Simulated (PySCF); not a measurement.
C₂H₇AlFNSe, singlet, at a GFN2-xTB geometry (such geometries of metal compounds can be far from the true shape); PySCF with CASSCF(6,7)/STO-3G.

Input for PySCF:
```python
from pyscf import gto, scf, mcscf
import numpy

mol = gto.M(
    atom='''
Al    0.578936   -0.348002   -0.101082
F     2.076927   -0.839270   -0.583281
N    -0.362318   -1.457706    0.943568
C    -1.656885   -1.212852    1.547421
C     0.160595   -2.771538    1.282100
H    -2.399380   -1.937671    1.194184
H    -1.599155   -1.288565    2.639087
H    -1.999640   -0.209457    1.289480
H     0.276560   -2.880992    2.365814
H    -0.508306   -3.563282    0.927339
H     1.134912   -2.898300    0.810782
Se   -0.236660    1.693132   -0.763642
H    -1.563086    1.399534   -0.281362
''',
    basis='sto-3g',
    charge=0,
    spin=0,
    verbose=4,
)

mf = scf.RHF(mol)
mf.kernel()
mc = mcscf.CASSCF(mf, 7, 6)
mc.fix_spin_(ss=0.0)
mc.kernel()
occ = numpy.linalg.eigvalsh(mc.fcisolver.make_rdm1(mc.ci, mc.ncas, mc.nelecas))[::-1]
ss = mc.fcisolver.spin_square(mc.ci, mc.ncas, mc.nelecas)[0]
print('natural occupations', occ.round(4), ' <S^2>', round(ss, 4))
```

It wrote (shortened):

```
PySCF version 2.14.0

[INPUT] verbose = 4
[INPUT] num. atoms = 13
[INPUT] num. electrons = 82
[INPUT] charge = 0
[INPUT] spin (= nelec alpha-beta = 2S) = 0
[INPUT] symmetry False subgroup None
[INPUT] Mole.unit = angstrom
[INPUT] Symbol           X                Y                Z      unit          X                Y                Z       unit  Magmom
[...]
nuclear repulsion = 491.962834520765
number of shells = 32
number of NR pGTOs = 162
number of NR cGTOs = 54
basis = sto-3g
ecp = {}

******** <class 'pyscf.scf.hf.RHF'> ********
method = RHF
initial guess = minao
damping factor = 0
level_shift factor = 0
DIIS = <class 'pyscf.scf.diis.CDIIS'>
diis_start_cycle = 1
diis_space = 8
diis_damp = 0
SCF conv_tol = 1e-09
SCF conv_tol_grad = None
SCF max_cycles = 50
direct_scf = True
direct_scf_tol = 1e-13
Set gradient conv threshold to 3.16228e-05
Initial guess from minao.
init E= -2840.26616452705
[...]
cycle= 1 E= -2843.22170002103  delta_E= -2.96  |g|= 0.568  |ddm|= 4.31
[...]
cycle= 2 E= -2843.36869871236  delta_E= -0.147  |g|= 0.122  |ddm|= 1.16
[...]
cycle= 3 E= -2843.37467240759  delta_E= -0.00597  |g|= 0.0332  |ddm|= 0.21
[...]
cycle= 4 E= -2843.37527945645  delta_E= -0.000607  |g|= 0.00795  |ddm|= 0.0698
[...]
cycle= 5 E= -2843.37532633885  delta_E= -4.69e-05  |g|= 0.00246  |ddm|= 0.0218
[...]
cycle= 6 E= -2843.37533051607  delta_E= -4.18e-06  |g|= 0.00057  |ddm|= 0.00615
[...]
cycle= 7 E= -2843.37533080805  delta_E= -2.92e-07  |g|= 9.82e-05  |ddm|= 0.00194
[...]
cycle= 8 E= -2843.37533081754  delta_E= -9.49e-09  |g|= 2.39e-05  |ddm|= 0.000319
[...]
cycle= 9 E= -2843.37533081808  delta_E= -5.32e-10  |g|= 4.28e-06  |ddm|= 8.15e-05
[...]
Extra cycle  E= -2843.37533081809  delta_E= -1.41e-11  |g|= 1.7e-06  |ddm|= 9.23e-06
converged SCF energy = -2843.37533081809

******** <class 'pyscf.mcscf.mc1step.CASSCF'> ********
CAS (3e+3e, 7o), ncore = 38, nvir = 9
max_cycle_macro = 50
max_cycle_micro = 4
conv_tol = 1e-07
conv_tol_grad = None
orbital rotation max_stepsize = 0.02
orbital rotation threshold for CI restart = 0.01
augmented hessian ah_max_cycle = 30
augmented hessian ah_conv_tol = 1e-12
augmented hessian ah_linear dependence = 1e-14
augmented hessian ah_level shift = 1e-08
augmented hessian ah_start_tol = 2.5
augmented hessian ah_start_cycle = 3
augmented hessian ah_grad_trust_region = 3
kf_trust_region = 3
kf_interval = 4
ci_response_space = 4
ci_grad_trust_region = 3
with_dep4 0
natorb = False
canonicalization = True
sorting_mo_energy = False
ao2mo_level = 2
internal_rotation = False
******** <class 'pyscf.fci.addons.SpinPenaltyFCISolver'> ********
max. cycles = 50
conv_tol = 1e-08
davidson only = True
linear dependence = 1e-12
level shift = 0.001
max iter space = 12
nroots = 1
pspace_size = 400
spin = None
CASCI E = -2843.38333606357  S^2 = 0.0000000
Set conv_tol_grad to 0.000316228
macro iter   1 ( 21 JK    4 micro), CASSCF E = -2843.38755803165  dE = -4.22196808e-03  S^2 = 0.0000000
               |grad[o]|=0.0107  |grad[c]|=0.0516  |ddm|=0.0206  |maxRot[o]|=0.232
macro iter   2 ( 21 JK    4 micro), CASSCF E = -2843.38950399194  dE = -1.94596029e-03  S^2 = 0.0000000
               |grad[o]|=0.00998  |grad[c]|=0.0448  |ddm|=0.031  |maxRot[o]|=0.158
macro iter   3 ( 17 JK    4 micro), CASSCF E = -2843.39046534297  dE = -9.61351034e-04  S^2 = 0.0000000
               |grad[o]|=0.00706  |grad[c]|=0.0318  |ddm|=0.0103  |maxRot[o]|=0.123
macro iter   4 ( 12 JK    3 micro), CASSCF E = -2843.39216790212  dE = -1.70255915e-03  S^2 = 0.0000000
               |grad[o]|=0.00619  |grad[c]|=0.036  |ddm|=0.0187  |maxRot[o]|=0.141
macro iter   5 ( 21 JK    4 micro), CASSCF E = -2843.39725731333  dE = -5.08941121e-03  S^2 = 0.0000000
               |grad[o]|=0.00807  |grad[c]|=0.0317  |ddm|=0.0764  |maxRot[o]|=0.254
macro iter   6 ( 21 JK    4 micro), CASSCF E = -2843.40159307028  dE = -4.33575695e-03  S^2 = 0.0000000
               |grad[o]|=0.016  |grad[c]|=0.0344  |ddm|=0.0185  |maxRot[o]|=0.211
macro iter   7 ( 21 JK    4 micro), CASSCF E = -2843.40311595891  dE = -1.52288864e-03  S^2 = 0.0000000
               |grad[o]|=0.0116  |grad[c]|=0.011  |ddm|=0.00788  |maxRot[o]|=0.173
macro iter   8 ( 21 JK    4 micro), CASSCF E = -2843.40383858749  dE = -7.22628572e-04  S^2 = 0.0000000
               |grad[o]|=0.0052  |grad[c]|=0.00735  |ddm|=0.00464  |maxRot[o]|=0.238
macro iter   9 ( 21 JK    4 micro), CASSCF E = -2843.40407092232  dE = -2.32334837e-04  S^2 = 0.0000000
               |grad[o]|=0.00304  |grad[c]|=0.00878  |ddm|=0.00481  |maxRot[o]|=0.181
macro iter  10 ( 21 JK    4 micro), CASSCF E = -2843.40442520595  dE = -3.54283624e-04  S^2 = 0.0000000
               |grad[o]|=0.00246  |grad[c]|=0.00466  |ddm|=0.00211  |maxRot[o]|=0.313
macro iter  11 ( 21 JK    4 micro), CASSCF E = -2843.40510451692  dE = -6.79310968e-04  S^2 = 0.0000000
               |grad[o]|=0.00113  |grad[c]|=0.00786  |ddm|=0.00258  |maxRot[o]|=0.297
macro iter  12 ( 21 JK    4 micro), CASSCF E = -2843.40555806648  dE = -4.53549568e-04  S^2 = 0.0000000
               |grad[o]|=0.00149  |grad[c]|=0.00614  |ddm|=0.00447  |maxRot[o]|= 0.25
macro iter  13 ( 17 JK    4 micro), CASSCF E = -2843.40566078352  dE = -1.02717033e-04  S^2 = 0.0000000
               |grad[o]|=0.00126  |grad[c]|=0.00379  |ddm|=0.00385  |maxRot[o]|=0.236
macro iter  14 ( 18 JK    4 micro), CASSCF E = -2843.40566779838  dE = -7.01486078e-06  S^2 = 0.0000000
               |grad[o]|=0.000901  |grad[c]|=0.00546  |ddm|=0.00596  |maxRot[o]|=0.0966
macro iter  15 ( 19 JK    4 micro), CASSCF E = -2843.40576771036  dE = -9.99119852e-05  S^2 = 0.0000000
               |grad[o]|=0.00154  |grad[c]|=0.00878  |ddm|=0.00347  |maxRot[o]|=0.087
macro iter  16 ( 17 JK    4 micro), CASSCF E = -2843.40607066734  dE = -3.02956976e-04  S^2 = 0.0000000
               |grad[o]|=0.00185  |grad[c]|=0.0178  |ddm|=0.0122  |maxRot[o]|=0.0615
macro iter  17 ( 17 JK    4 micro), CASSCF E = -2843.40699140976  dE = -9.20742425e-04  S^2 = 0.0000000
[...]
               |grad[o]|=0.0131  |grad[c]|=0.0306  |ddm|=0.0182  |maxRot[o]|=0.106
macro iter  22 ( 21 JK    4 micro), CASSCF E = -2843.41541770844  dE = -8.79569455e-04  S^2 = 0.0000000
               |grad[o]|=0.00827  |grad[c]|=0.0187  |ddm|=0.00726  |maxRot[o]|=0.0679
macro iter  23 ( 21 JK    4 micro), CASSCF E = -2843.41558307366  dE = -1.65365215e-04  S^2 = 0.0000000
               |grad[o]|=0.00641  |grad[c]|=0.0168  |ddm|=0.0095  |maxRot[o]|=0.0879
macro iter  24 ( 21 JK    4 micro), CASSCF E = -2843.41571374536  dE = -1.30671707e-04  S^2 = 0.0000000
               |grad[o]|=0.00624  |grad[c]|=0.0188  |ddm|=0.00791  |maxRot[o]|=0.109
macro iter  25 ( 21 JK    4 micro), CASSCF E = -2843.41568902973  dE =  2.47156368e-05  S^2 = 0.0000000
               |grad[o]|=0.00644  |grad[c]|=0.0162  |ddm|=0.00986  |maxRot[o]|=0.145
macro iter  26 ( 21 JK    4 micro), CASSCF E = -2843.41725465981  dE = -1.56563008e-03  S^2 = 0.0000000
               |grad[o]|=0.00699  |grad[c]|=0.00324  |ddm|=0.0102  |maxRot[o]|=0.0882
macro iter  27 ( 21 JK    4 micro), CASSCF E = -2843.41892066735  dE = -1.66600755e-03  S^2 = 0.0000000
               |grad[o]|=0.00573  |grad[c]|=0.00606  |ddm|=0.00831  |maxRot[o]|=0.167
macro iter  28 ( 21 JK    4 micro), CASSCF E = -2843.42048333807  dE = -1.56267072e-03  S^2 = 0.0000000
               |grad[o]|=0.00486  |grad[c]|=0.00745  |ddm|=0.0072  |maxRot[o]|=0.228
macro iter  29 ( 20 JK    4 micro), CASSCF E = -2843.42042194556  dE =  6.13925117e-05  S^2 = 0.0000000
               |grad[o]|=0.00359  |grad[c]|=0.00811  |ddm|=0.00526  |maxRot[o]|=0.0456
macro iter  30 ( 21 JK    4 micro), CASSCF E = -2843.42100783267  dE = -5.85887115e-04  S^2 = 0.0000000
               |grad[o]|=0.00413  |grad[c]|=0.00377  |ddm|=0.0042  |maxRot[o]|=0.0518
macro iter  31 ( 19 JK    4 micro), CASSCF E = -2843.42138245523  dE = -3.74622557e-04  S^2 = 0.0000000
               |grad[o]|=0.00228  |grad[c]|=0.017  |ddm|=0.012  |maxRot[o]|=0.0997
macro iter  32 ( 14 JK    4 micro), CASSCF E = -2843.42232987652  dE = -9.47421287e-04  S^2 = 0.0000000
               |grad[o]|=0.00473  |grad[c]|=0.0243  |ddm|=0.0148  |maxRot[o]|=0.0681
macro iter  33 ( 21 JK    4 micro), CASSCF E = -2843.42324721101  dE = -9.17334496e-04  S^2 = 0.0000000
               |grad[o]|=0.00485  |grad[c]|=0.0299  |ddm|=0.0133  |maxRot[o]|=0.149
macro iter  34 ( 21 JK    4 micro), CASSCF E = -2843.42363215970  dE = -3.84948693e-04  S^2 = 0.0000000
               |grad[o]|=0.0084  |grad[c]|=0.0345  |ddm|=0.00828  |maxRot[o]|=0.0888
macro iter  35 ( 21 JK    4 micro), CASSCF E = -2843.42373762572  dE = -1.05466014e-04  S^2 = 0.0000000
               |grad[o]|=0.0067  |grad[c]|=0.0333  |ddm|=0.00955  |maxRot[o]|=0.0275
macro iter  36 ( 21 JK    4 micro), CASSCF E = -2843.42374441586  dE = -6.79013829e-06  S^2 = 0.0000000
               |grad[o]|=0.00611  |grad[c]|=0.0344  |ddm|=0.0106  |maxRot[o]|=0.0105
macro iter  37 ( 21 JK    4 micro), CASSCF E = -2843.42372132876  dE =  2.30870946e-05  S^2 = 0.0000000
               |grad[o]|=0.00599  |grad[c]|=0.035  |ddm|=0.011  |maxRot[o]|=0.00647
macro iter  38 ( 21 JK    4 micro), CASSCF E = -2843.42472784853  dE = -1.00651977e-03  S^2 = 0.0000000
               |grad[o]|=0.00598  |grad[c]|=0.00926  |ddm|=0.00411  |maxRot[o]|=0.0474
macro iter  39 ( 15 JK    4 micro), CASSCF E = -2843.42587789616  dE = -1.15004763e-03  S^2 = 0.0000000
               |grad[o]|=0.00489  |grad[c]|=0.0254  |ddm|=0.0139  |maxRot[o]|=0.0649
macro iter  40 ( 21 JK    4 micro), CASSCF E = -2843.42572203355  dE =  1.55862617e-04  S^2 = 0.0000000
               |grad[o]|=0.00402  |grad[c]|=0.0268  |ddm|=0.0127  |maxRot[o]|=0.0385
macro iter  41 ( 21 JK    4 micro), CASSCF E = -2843.42629880227  dE = -5.76768725e-04  S^2 = 0.0000000
               |grad[o]|=0.00537  |grad[c]|=0.0105  |ddm|=0.00564  |maxRot[o]|=0.0301
macro iter  42 ( 19 JK    4 micro), CASSCF E = -2843.42640719300  dE = -1.08390723e-04  S^2 = 0.0000000
               |grad[o]|=0.00371  |grad[c]|=0.0216  |ddm|=0.0124  |maxRot[o]|=0.0663
macro iter  43 ( 21 JK    4 micro), CASSCF E = -2843.42646514805  dE = -5.79550560e-05  S^2 = 0.0000000
               |grad[o]|=0.00494  |grad[c]|=0.0209  |ddm|=0.00488  |maxRot[o]|=0.0445
macro iter  44 ( 19 JK    4 micro), CASSCF E = -2843.42643454829  dE =  3.05997601e-05  S^2 = 0.0000000
               |grad[o]|=0.00433  |grad[c]|=0.0277  |ddm|=0.00789  |maxRot[o]|=0.0342
macro iter  45 ( 20 JK    4 micro), CASSCF E = -2843.42714561383  dE = -7.11065536e-04  S^2 = 0.0000000
               |grad[o]|=0.00451  |grad[c]|=0.00694  |ddm|=0.00531  |maxRot[o]|=0.0606
macro iter  46 ( 21 JK    4 micro), CASSCF E = -2843.42768033450  dE = -5.34720668e-04  S^2 = 0.0000000
               |grad[o]|=0.00297  |grad[c]|=0.0108  |ddm|=0.00812  |maxRot[o]|=0.158
macro iter  47 ( 21 JK    4 micro), CASSCF E = -2843.42817447671  dE = -4.94142210e-04  S^2 = 0.0000000
               |grad[o]|=0.00288  |grad[c]|=0.00838  |ddm|=0.00613  |maxRot[o]|=0.222
macro iter  48 ( 21 JK    4 micro), CASSCF E = -2843.42851726160  dE = -3.42784899e-04  S^2 = 0.0000000
               |grad[o]|=0.00244  |grad[c]|=0.00545  |ddm|=0.00421  |maxRot[o]|=0.263
macro iter  49 ( 20 JK    4 micro), CASSCF E = -2843.42846883272  dE =  4.84288821e-05  S^2 = 0.0000000
               |grad[o]|=0.00212  |grad[c]|=0.0047  |ddm|=0.00129  |maxRot[o]|=0.0296
macro iter  50 ( 21 JK    4 micro), CASSCF E = -2843.42866721799  dE = -1.98385270e-04  S^2 = 0.0000000
               |grad[o]|=0.0022  |grad[c]|=0.00136  |ddm|=0.000568  |maxRot[o]|=0.0446
1-step CASSCF not converged,  50 macro (980 JK 197 micro) steps
CASSCF canonicalization
Density matrix diagonal elements [1.98480257 1.98023037 1.97792935 0.01204102 0.00571209 0.02013168
 0.01915292]
CASSCF energy = -2843.42866721799
CASCI E = -2843.42866721799  E(CI) = -11.3171381228544  S^2 = 0.0000000
natural occupations [1.9885e+00 1.9786e+00 1.9774e+00 2.0600e-02 1.9400e-02 1.4900e-02
 6.0000e-04]  <S^2> 0.0
```

The run did not converge; its last values are not results.
